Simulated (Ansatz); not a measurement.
Frontier orbitals of CH₄AlF₃O (`C[OH+][Al-]([F])([F])[F]`).

```xyz
10

C     0.765   -0.718    0.927
O    -0.332    0.156    0.597
Al   -0.747    0.563   -1.220
F     0.765    0.865   -1.822
F    -1.700    1.879   -0.910
F    -1.441   -0.842   -1.735
H     0.699   -0.990    1.979
H     1.714   -0.233    0.699
H     0.642   -1.605    0.309
H    -0.366    0.924    1.177
```

Charge 0, multiplicity 1. The geometry is a stationary point of PBE0-D4/def2-TZVP. It is one conformer, not always the lowest. Basis def2-TZVPP, Ansatz.

Orbital energies of one run (eV). Highest occupied ones, from the top: -10.80, -10.92, -11.26, -11.29, -11.48, -11.53, -11.58, -12.35, -12.39, -12.59, -13.37, -14.82, -15.57, -17.42. Empty: -0.04, 1.66, 1.70, 2.54, 2.85, 3.19.

Which functional gave them?
A. CAM-B3LYP
B. PBE0
C. PBE
D. r2SCAN0

D. HOMO energies: r2SCAN0 -10.80, CAM-B3LYP -12.03, PBE0 -10.44, PBE -8.37 eV.
